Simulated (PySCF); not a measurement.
PBE0 on Al⁻ (aluminium, charge -1), [Ne] 3s2 3p2, high-spin 3P determinant. Calculation: PySCF 2.14, in aug-cc-pwCVQZ; no relativity, point nucleus.

```
cycle= 1 E= -242.275491757773  delta_E= -0.00582  |g|= 0.0124  |ddm|= 1.99
cycle= 2 E= -242.275674875137  delta_E= -0.000183  |g|= 0.00622  |ddm|= 0.316
cycle= 3 E= -242.275744406339  delta_E= -6.95e-05  |g|= 0.0032  |ddm|= 0.0656
cycle= 4 E= -242.275753910877  delta_E= -9.5e-06  |g|= 0.00069  |ddm|= 0.0773
cycle= 5 E= -242.275754658342  delta_E= -7.47e-07  |g|= 8.62e-05  |ddm|= 0.0158
cycle= 6 E= -242.27575467853  delta_E= -2.02e-08  |g|= 1.08e-05  |ddm|= 0.00231
cycle= 7 E= -242.275754678712  delta_E= -1.82e-10  |g|= 1.8e-06  |ddm|= 0.000283
converged SCF energy = -242.275754678712  <S^2> = 2.0056187  2S+1 = 3.0037435
```

Highest occupied orbital energy: 0.779 eV; ⟨L²⟩ = 2.02; populations by l: s 6.00, p 8.00, d 0.00, f 0.00.

Can this result be used?

With care. The run converged. At PBE0 the highest occupied level has a positive energy, so only the finite basis holds that electron; in a semilocal or global hybrid functional this comes from self-interaction and does not mean that the real anion is unbound.
